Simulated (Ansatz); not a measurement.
Molecule: C2H7O2Si (charge 0, doublet). It need not be the lowest isomer of its formula. 
Structure (B3LYP-D3(BJ)/def2-TZVP (Ansatz, an electronic-structure program) minimum search):
```
Si
O 1 1.6335
C 2 1.4223 1 124.56
H 3 1.0892 2 107.98 1 169.42
H 3 1.0925 4 109.04 2 -120.38
H 3 1.0943 4 108.79 5 -118.66
O 1 1.6588 2 112.33 3 60.42
C 7 1.3567 1 125.80 2 60.84
H 8 1.0790 7 115.58 1 173.32
H 8 1.0826 9 122.32 7 161.08
H 1 1.4742 2 105.13 3 -179.66
H 1 1.4754 11 114.07 2 -122.81
```
Charge 0, spin multiplicity 2.

Parts of the frozen-core correlation energy in 6-31G* (Ansatz, hartree). Frozen orbitals: 9; correlated occupied orbitals by spin: 16 and 15; virtual: 68 and 69. Open shells are spin-unrestricted. No spin-orbit coupling. No relativistic terms.

```tsv
term	value
reference (HF)	-518.46638
MP2 opposite-spin	-0.50103
MP2 same-spin	-0.16807
CCSD correlation	-0.71572
(T)	-0.01738
T1 diagnostic	0.014
largest doubles amplitude	0.017
<S^2> of the reference	0.762
```
